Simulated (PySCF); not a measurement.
**Basis and Hamiltonian dependence of the excitation energy of P²⁺**

P²⁺ [Ne] 3s2 3p1 (2P) → P²⁺ [Ne] 3s2 4s1 (2S). All values are computed (PySCF 2.14, energy differences of UHF-based or UKS calculations, no spin-orbit coupling). Values in eV.

```csv
basis,Hamiltonian,functions,UHF,LDA,PBE0,MP2 (valence),CCSD(T) (valence),CCSD(T) (valence and next inner shell)
aug-cc-pV(D+d)Z,non-relativistic,32,14.643,14.656,14.857,14.542,14.645,n/a
aug-cc-pwCVDZ,non-relativistic,36,14.633,14.647,14.835,14.540,14.639,n/a
aug-cc-pVTZ-DK,spin-free X2C,50,14.522,14.465,14.668,14.504,14.598,n/a
"x2c-TZVPPall with one added diffuse shell each of s, p, d type",spin-free X2C,51,14.514,14.466,14.665,14.487,14.588,14.551
aug-cc-pV(T+d)Z,non-relativistic,55,14.560,14.502,14.705,14.539,14.639,n/a
aug-cc-pwCVTZ,non-relativistic,75,14.501,14.441,14.624,14.477,14.579,14.565
def2-QZVPPD,non-relativistic,76,14.484,14.416,14.594,14.480,14.570,14.535
dyall-av3z,non-relativistic,84,14.488,14.422,14.597,14.455,14.549,n/a
"x2c-QZVPPall with one added diffuse shell each of s, p, d, f type",spin-free X2C,86,14.454,14.385,14.562,14.452,14.542,14.504
dyall-acv3z,non-relativistic,113,14.494,14.426,14.601,14.466,14.566,n/a
"aug-cc-pV(Q+d)Z with one added diffuse shell each of s, p, d, f, g type",non-relativistic,114,14.488,14.421,14.602,14.481,n/a,n/a
```

**Question.** Estimate the row for def2-TZVPPD (non-relativistic, 48 functions).

**Answer.** From the rows with the same Hamiltonian and similar size; the calculation gives UHF 14.51; LDA 14.46; PBE0 14.66; MP2 (valence) 14.47; CCSD(T) (valence) 14.58; CCSD(T) (valence and next inner shell) 14.54 (eV).

Frozen in the all-electron rows: valence: [Ne]; valence and next inner shell: 1s2.
